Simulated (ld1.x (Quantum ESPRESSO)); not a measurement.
# u(r) = r·R(r): atom against pseudo-atom (rubidium)

Columns: radius, all-electron u(r) and pseudo u(r) of the 4p shell (level -15.98 eV) of rubidium in the configuration [Ar] 3d10 4s2 4p6 5s1 5p0; PBEsol, scalar-relativistic, TM scheme, ld1.x (Quantum ESPRESSO) 7.5.

```json
{"r (bohr)": "0.113", "all-electron": "0.2327", "pseudo": "0.0130"}
{"r (bohr)": "0.225", "all-electron": "-0.1384", "pseudo": "0.0507"}
{"r (bohr)": "0.338", "all-electron": "-0.3887", "pseudo": "0.1114"}
{"r (bohr)": "0.450", "all-electron": "-0.3592", "pseudo": "0.1901"}
{"r (bohr)": "0.563", "all-electron": "-0.1671", "pseudo": "0.2831"}
{"r (bohr)": "0.675", "all-electron": "0.0743", "pseudo": "0.3828"}
{"r (bohr)": "0.788", "all-electron": "0.3065", "pseudo": "0.4846"}
{"r (bohr)": "0.900", "all-electron": "0.4982", "pseudo": "0.5802"}
{"r (bohr)": "1.013", "all-electron": "0.6450", "pseudo": "0.6656"}
{"r (bohr)": "1.125", "all-electron": "0.7457", "pseudo": "0.7345"}
{"r (bohr)": "1.238", "all-electron": "0.8080", "pseudo": "0.7850"}
{"r (bohr)": "1.350", "all-electron": "0.8375", "pseudo": "0.8147"}
{"r (bohr)": "1.463", "all-electron": "0.8417", "pseudo": "0.8246"}
{"r (bohr)": "1.575", "all-electron": "0.8270", "pseudo": "0.8164"}
{"r (bohr)": "1.688", "all-electron": "0.7985", "pseudo": "0.7931"}
{"r (bohr)": "1.800", "all-electron": "0.7609", "pseudo": "0.7588"}
{"r (bohr)": "1.913", "all-electron": "0.7170", "pseudo": "0.7164"}
{"r (bohr)": "2.025", "all-electron": "0.6703", "pseudo": "0.6702"}
{"r (bohr)": "2.138", "all-electron": "0.6217", "pseudo": "0.6217"}
{"r (bohr)": "2.250", "all-electron": "0.5738", "pseudo": "0.5738"}
{"r (bohr)": "2.363", "all-electron": "0.5265", "pseudo": "0.5265"}
{"r (bohr)": "2.475", "all-electron": "0.4816", "pseudo": "0.4816"}
{"r (bohr)": "2.588", "all-electron": "0.4385", "pseudo": "0.4385"}
{"r (bohr)": "2.700", "all-electron": "0.3986", "pseudo": "0.3986"}
{"r (bohr)": "2.813", "all-electron": "0.3610", "pseudo": "0.3610"}
{"r (bohr)": "2.925", "all-electron": "0.3266", "pseudo": "0.3266"}
```

(1) How many radial nodes do the two functions have?

(2) At about which radius was the pseudo-wave matched?

(3) Is the pseudo-wave norm-conserving?

## Answers

(1) The all-electron 4p function has n − l − 1 = 2; the pseudo-wave has 0, since the states of the same l below it are removed with the core.

(2) 2.25 bohr. The columns agree to 0.0005 from 2.02 bohr on; several derivatives are matched, so the curves merge somewhat inside the radius.

(3) Yes: the TM scheme keeps the norm inside the radius equal to the all-electron one, which fixes the energy derivative of the logarithmic derivative at the level.
